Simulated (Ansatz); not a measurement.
Gas-phase electronic energies from Ansatz, PBE0-D4/def2-TZVP geometries. CBS: MP2 limit from def2 TZ/QZ plus the TZ coupled-cluster correction, frozen cores. This one scheme is used for every species, atoms too. Functionals use def2-TZVPP. B3LYP here is the variant with VWN-RPA as its local correlation; programs differ in this. Open shells (•) are unrestricted, without spin–orbit coupling. Spin–orbit coupling would lower the free atoms: a little for C, O, Si; clearly for Se. Bonds to Se are less sure, by a few kJ/mol each and by 10 to 20 or more in all where they break to atoms, as the def2 sets lack core-valence functions. Scalar relativity is left out up to krypton. One conformer a species, not always the lowest.

`CO[SiH2][Se]C` → 2 C• + 8 H• + O• + Se• + Si•  (atomization)

```tsv
level	ΔE (kJ/mol)	difference from CCSD(T)/CBS
PBE-D4	4670.6	37.8
r2SCAN-D4	4626.6	-6.2
PBE0-D4	4607.3	-25.5
B3LYP-D4	4614.6	-18.2
ωB97X-V	4633.4	0.6
ωB97M-V	4620.7	-12.1
B2PLYP	4562.2	-70.6
PBE	4640.6	7.8
r2SCAN	4619.1	-13.7
PBE0	4581.6	-51.2
B3LYP	4566.3	-66.5
HF/def2-TZVPP	3388.5	-1244.3
MP2/def2-TZVPP	4557.3	-75.5
SCS-MP2/def2-TZVPP	4551.6	-81.2
CCSD/def2-TZVPP	4449.4	-183.4
CCSD(T)/def2-TZVPP	4511.1	-121.7
HF/def2-QZVPP	3394.2	-1238.6
MP2/def2-QZVPP	4629.1	-3.7
SCS-MP2/def2-QZVPP	4631.4	-1.4
HF/CBS(def2)	3395.2	-1237.6
MP2/CBS(def2)	4679.1	46.3
CCSD/CBS(def2)	4571.2	-61.6
CCSD(T)/CBS	4632.8	0
```

Largest T1 diagnostic among the species: 0.012.

The D4 term adds +48.3 kJ/mol with B3LYP and +25.6 kJ/mol with PBE0; it sums over pairs of atoms, weighted by their polarisabilities, and B3LYP, whose exchange is more repulsive, gets the larger term. In def2-TZVPP, CCSD(T) changes the Hartree–Fock value by +1122.6 kJ/mol (the triples alone add +61.6 kJ/mol) and MP2 by +1168.8 kJ/mol; breaking electron pairs costs correlation energy, which Hartree–Fock lacks. From PBE to PBE0 (25 % exact exchange), in def2-TZVPP and without D4, ΔE moves by −59.0 kJ/mol: exact exchange takes away binding that semilocal exchange gives to molecules.

For atomizations the MP2-based limit and the directly extrapolated one differ by several kJ/mol either way, and by 10 to 25 for some Ge, Se and Sn compounds, so smaller differences from it don't rank the levels.
